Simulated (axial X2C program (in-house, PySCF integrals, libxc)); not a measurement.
**Testing model relations on RbH⁺**

A bond curve at the CCSD(T) level, two-component, was computed with an axial X2C code built on PySCF integrals (basis Rb dyall-cv3z [12s13p8d4f1g], H dyall-v3z [6s2p1d] (cores contracted in-house)) for the state Ω = 1/2 (⟨Sz⟩ = 0.50, ⟨Lz⟩ = 0.00 at HF). Its fit gives Re = 3.2503 Å, ωe = 196.4 cm⁻¹, ωexe = 39.1 cm⁻¹ and αe = 2.951e-01 cm⁻¹; the masses are 84.9118 and 1.0078 u. Two-component means X2C with spin–orbit coupling and atomic mean-field Coulomb and Gaunt terms.

Correlated methods: 9 electrons correlated (number of frozen shells: Rb 3 s, 2 p, 1 d; H none), 195 virtual spin orbitals or spinors in MP2, 67 natural virtuals in coupled cluster.

(1) Find the reduced mass, Be and the force constant.

(2) Estimate the centrifugal constant by the Kratzer relation.

(3) Scale the constants to the deuteride (D 2.0141 u) within the Born–Oppenheimer picture.

(4) A Morse curve ties αe to the other constants (Pekeris). How well does that hold?

The state is a single determinant with fixed occupations, the lowest that a limited PBE0 search found. CCSD and (T) use frozen natural virtuals with an MP2 correction for the truncation; (T) itself is uncorrected, so its De runs slightly low. Under one Hamiltonian the search converged a single determinant, so lower ones may well exist. The bond is weak, and without diffuse functions and with truncated virtuals even CCSD(T) can be tens of per cent off in De.

Answers

(1) From the CCSD(T) values: μ = 0.9960 u. Be = 16.8576/(μ Re²) = 1.602 cm⁻¹. k = 5.8918×10⁻⁷ μ ωe² = 0.0226 mdyn/Å.

(2) D = 4Be³/ωe² = 4.26e-04 cm⁻¹.

(3) ρ = √(μH/μD) = 0.7115; ωe = 139.7, ωexe = 19.8, Be = 0.8111 cm⁻¹; the zero-point energy falls by 24 cm⁻¹.

(4) αe(Morse) = 6Be²/ωe × (√(ωexe/Be) − 1) = 3.090e-01 cm⁻¹; the CCSD(T) curve gives 2.951e-01 cm⁻¹, a ratio of 1.05.
